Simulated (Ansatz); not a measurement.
Consider the redistribution: `[NH2][Mo]([OH])(=[S])=[S]` + `[OH][Ge][F]` → `[OH][Mo]([F])(=[S])=[S]` + `[NH2][Ge][OH]`.

Computed with Ansatz on PBE0-D4/def2-TZVP structures; ΔE is electronic, products minus reactants. CCSD(T)/CBS is the MP2 limit (def2-TZVPP, def2-QZVPP) plus CCSD(T) − MP2 in def2-TZVPP, frozen cores. DFT in def2-TZVPP. Elements past krypton have def2 core potentials. For Ge, Mo outer-core shells are correlated without core-valence functions, which leaves a few kJ/mol of doubt a bond. Scalar relativity is left out up to krypton. Each species was taken in one conformer, which may not be the lowest.

```json
{"level": "r2SCANh-D4", "ΔE (eV)": "0.23"}
{"level": "BHLYP-D4", "ΔE (eV)": "0.32"}
```

Q: What does CCSD(T)/CBS give? (An estimate is asked.)

A: Ansatz gave: +0.31 eV. The listed levels differ from it by -0.08, 0.01 eV.

Largest T1 diagnostic among the species: 0.025, so the coupled-cluster value is less sure than usual.

From BLYP to BHLYP (50 % exact exchange), in def2-TZVPP and without D4, ΔE moves by +0.06 eV. The D4 term adds +0.04 eV with B3LYP and +0.02 eV with PBE0; it sums over pairs of atoms, weighted by their polarisabilities, and B3LYP, whose exchange is more repulsive, gets the larger term. Leaving LDA and LC-ωPBE aside and taking each functional with its dispersion term where it has one, the values, not all of them listed here, spread over 0.11 eV, from r2SCAN-D4 to BHLYP-D4.

B3LYP here is the variant with VWN-RPA as its local correlation; programs differ in this.
